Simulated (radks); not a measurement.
Question: In I, 49 electrons, occupied as [Kr] 4d10 5s2 5p1. All-electron calculation, scalar-relativistic Kohn-Sham, PBE, spin-polarised, spherical densities, point nucleus; open shells are filled with parallel spins first (spin-orbit coupling, left out, can overturn this in heavy ions); hard spherical wall at 1.5 bohr. Program: a radial shooting solver on a logarithmic mesh with Libxc functionals. Some entries of the table are withheld. Estimate them.

| orbital | occ. | eigenvalue (eV) | <r> (bohr) | r(max) (bohr) |
|---|---|---|---|---|
| 1s up | 1 | -27569.48 | 0.02972 | 0.01922 |
| 1s down | 1 | -27569.01 | 0.02971 | 0.01922 |
| 2s up | 1 | -3980.854 | 0.1287 | 0.1087 |
| 2s down | 1 | -3980.585 | 0.1287 | 0.1087 |
| 2p up | 3 | -3553.537 | 0.1123 | 0.08698 |
| 2p down | 3 | -3553.104 | 0.1123 | 0.08699 |
| 3s up | 1 | -636.2942 | 0.3524 | 0.3173 |
| 3s down | 1 | -635.8515 | 0.3523 | 0.3173 |
| 3p up | 3 | -496.8455 | 0.3522 | 0.3111 |
| 3p down | 3 | -496.3413 | 0.3521 | 0.3111 |
| 3d up | 5 | -278.3524 | 0.3323 | 0.2615 |
| 3d down | 5 | -277.8498 | 0.3322 | 0.2616 |
| 4s up | 1 | -5.0854 | 0.8107 | 0.7938 |
| 4s down | 1 | -4.4064 | 0.8108 | 0.7947 |
| 4p up | 3 | 39.3575 | 0.8339 | 0.8342 |
| 4p down | 3 | 40.0316 | 0.8339 | 0.8347 |
| 4d up | 5 | 110.5239 | 0.8574 | 0.8897 |
| 4d down | 5 | 111.2170 | 0.8572 | 0.8892 |
| 4f up | 0 | 188.2798 | 0.8764 | 0.9068 |
| 4f down | 0 | 189.0484 | 0.8760 | 0.9057 |
| 5s up | 1 | 286.5027 | 0.9041 | 1.172 |
| 5s down | 1 | 288.0819 | 0.9039 | 1.172 |
| 5p up | 1 | 325.5093 | 0.8866 | 1.183 |
| 5p down | 0 | 327.0927 | 0.8866 | 1.182 |
| 5d up | 0 | 381.0250 | 0.8503 | (1) |
| 5d down | 0 | 382.5397 | 0.8504 | (2) |
| 6s up | 0 | 744.3800 | 0.8657 | 1.290 |
| 6s down | 0 | 745.0873 | 0.8658 | 1.290 |

Answer: 
(1) 5d up r(max) (bohr): 1.192
(2) 5d down r(max) (bohr): 1.192
